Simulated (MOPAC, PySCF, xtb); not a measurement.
Potential energy surface of F₂Sn, singlet: symmetric bend, bond length relaxed. Scanned: F-Sn-F angle. Other coordinates (Sn-F bond length) were minimised at B3LYP/def2-TZVP.

Levels: GFN1-xTB (xtb); PM6, restricted, heats of formation (MOPAC); RHF/LANL2DZ = restricted Hartree-Fock/LANL2DZ, with its core potentials past Ne (PySCF); CCSD(T) on RHF/def2-TZVP, 6 core orbitals frozen, def2 effective core potentials past Kr (PySCF).

Energies relative to the lowest point of each profile, in eV; the last columns give the difference from CCSD(T):

```json
[
 {"a / °": "180", "GFN1-xTB": "0.301", "PM6": "1.640", "RHF/LANL2DZ": "2.022", "CCSD(T)": "1.555", "GFN1-xTB − CCSD(T)": "-1.254", "PM6 − CCSD(T)": "0.085", "RHF/LANL2DZ − CCSD(T)": "0.467"},
 {"a / °": "170", "GFN1-xTB": "0.289", "PM6": "1.550", "RHF/LANL2DZ": "1.955", "CCSD(T)": "1.501", "GFN1-xTB − CCSD(T)": "-1.212", "PM6 − CCSD(T)": "0.049", "RHF/LANL2DZ − CCSD(T)": "0.454"},
 {"a / °": "160", "GFN1-xTB": "0.255", "PM6": "1.322", "RHF/LANL2DZ": "1.762", "CCSD(T)": "1.346", "GFN1-xTB − CCSD(T)": "-1.091", "PM6 − CCSD(T)": "-0.024", "RHF/LANL2DZ − CCSD(T)": "0.416"},
 {"a / °": "150", "GFN1-xTB": "0.206", "PM6": "1.030", "RHF/LANL2DZ": "1.473", "CCSD(T)": "1.116", "GFN1-xTB − CCSD(T)": "-0.910", "PM6 − CCSD(T)": "-0.086", "RHF/LANL2DZ − CCSD(T)": "0.357"},
 {"a / °": "140", "GFN1-xTB": "0.149", "PM6": "0.730", "RHF/LANL2DZ": "1.124", "CCSD(T)": "0.843", "GFN1-xTB − CCSD(T)": "-0.694", "PM6 − CCSD(T)": "-0.113", "RHF/LANL2DZ − CCSD(T)": "0.281"},
 {"a / °": "130", "GFN1-xTB": "0.092", "PM6": "0.459", "RHF/LANL2DZ": "0.761", "CCSD(T)": "0.563", "GFN1-xTB − CCSD(T)": "-0.471", "PM6 − CCSD(T)": "-0.104", "RHF/LANL2DZ − CCSD(T)": "0.198"},
 {"a / °": "120", "GFN1-xTB": "0.041", "PM6": "0.239", "RHF/LANL2DZ": "0.428", "CCSD(T)": "0.308", "GFN1-xTB − CCSD(T)": "-0.267", "PM6 − CCSD(T)": "-0.070", "RHF/LANL2DZ − CCSD(T)": "0.120"},
 {"a / °": "110", "GFN1-xTB": "0.006", "PM6": "0.082", "RHF/LANL2DZ": "0.168", "CCSD(T)": "0.111", "GFN1-xTB − CCSD(T)": "-0.105", "PM6 − CCSD(T)": "-0.029", "RHF/LANL2DZ − CCSD(T)": "0.057"},
 {"a / °": "100", "GFN1-xTB": "0.000", "PM6": "0.000", "RHF/LANL2DZ": "0.012", "CCSD(T)": "0.000", "GFN1-xTB − CCSD(T)": "0.000", "PM6 − CCSD(T)": "0.000", "RHF/LANL2DZ − CCSD(T)": "0.012"},
 {"a / °": "90", "GFN1-xTB": "0.044", "PM6": "0.005", "RHF/LANL2DZ": "0.000", "CCSD(T)": "0.011", "GFN1-xTB − CCSD(T)": "0.033", "PM6 − CCSD(T)": "-0.007", "RHF/LANL2DZ − CCSD(T)": "-0.011"},
 {"a / °": "80", "GFN1-xTB": "0.182", "PM6": "0.098", "RHF/LANL2DZ": "0.198", "CCSD(T)": "0.202", "GFN1-xTB − CCSD(T)": "-0.020", "PM6 − CCSD(T)": "-0.104", "RHF/LANL2DZ − CCSD(T)": "-0.004"}
]
```

GFN1-xTB is furthest from CCSD(T) at 180 (-1.254 eV, below); its mean absolute difference over the points is 0.551 eV.

PM6 is furthest from CCSD(T) at 140 (-0.113 eV, below); its mean absolute difference over the points is 0.061 eV.

RHF/LANL2DZ is furthest from CCSD(T) at 180 (0.467 eV, above); its mean absolute difference over the points is 0.216 eV.
